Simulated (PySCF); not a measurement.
Simulation results for CH$_{4}$AlBN

Computed with PySCF 2.14.0. Calculation on a computer-drawn molecule: the log of a Hartree-Fock and frozen-core CCSD(T) single point meant for a local Hartree-Fock minimum, with one planted fault or none, to be diagnosed. Offsets are logged minus clean, where the clean run is the same molecule without the fault. The reference is restricted for singlets and unrestricted otherwise, and also for a bond in bohr or an excited solution. Adding or removing an electron swaps singlet and doublet. The excited solution moves the top pair (singlet) or top alpha electron (doublet) to the lowest empty orbital. Highest occupied and lowest empty are orbital energies over both spins, largest force is the largest gradient component, triples share is (T) over the correlation energy, the T1 limit is 0.02 restricted and 0.045 unrestricted, electrons count all cores, a negative frequency is imaginary (commonest isotopes), and the dipole is about the centre of nuclear charge.

```yaml
- formula: CH4AlBN
  logged_structure:
    atoms_angstrom:
      - [B, 0.7095, -2.7862, -2.5442]
      - ["N", -0.1315, -1.8431, -2.4581]
      - [Al, -1.2519, -0.5855, -2.3439]
      - [C, -2.5235, 0.8471, -2.2143]
      - [H, 1.486, -3.6571, -2.6235]
      - [H, -3.4995, 0.5087, -2.5694]
      - [H, -2.612, 1.1694, -1.1744]
      - [H, -2.1925, 1.6906, -2.8243]
  given:
    meant_charge: 1
    meant_multiplicity: 1
    meant_basis: "cc-pV(D+d)Z"
    logged_electrons: 33
    logged_basis_functions: 85
    logged_SCF_converged: "yes"
    logged_spin_squared: 0.7562
    "logged_highest_occupied [eV]": -22.022
    "logged_lowest_empty [eV]": -15.121
    "logged_largest_force [hartree/bohr]": 0.085883
    logged_T1_diagnostic: 0.019281
    logged_D1_diagnostic: 0.077943
    logged_triples_share: 0.033118
    logged_CC_converged: "yes"
    "logged_dipole_magnitude [debye]": 5.8906
    logged_SCF_stable_within_its_kind: "yes"
    "logged_energy_HF [hartree]": -360.47213
    "logged_energy_CCSD(T) [hartree]": -360.90031
    possible_faults: "no fault, one electron removed, one electron added, multiplicity raised by two, geometry at a saddle point, SCF held on an excited solution, minimal basis STO-3G, one bond length entered in bohr, all coordinates scaled"
    drawn_bonds_atom: [1, 2, 3, 1, 4, 4, 4]
    drawn_bonds_other_atom: [2, 3, 4, 5, 6, 7, 8]
    drawn_bonds_order: [1, 2, 1, 1, 1, 1, 1]
  results:
    planted_fault: "one electron removed"
    "HF_energy_offset_from_clean_run [kcal/mol]": 377.8
    "CCSD(T)_energy_offset_from_clean_run [kcal/mol]": 399.9
```
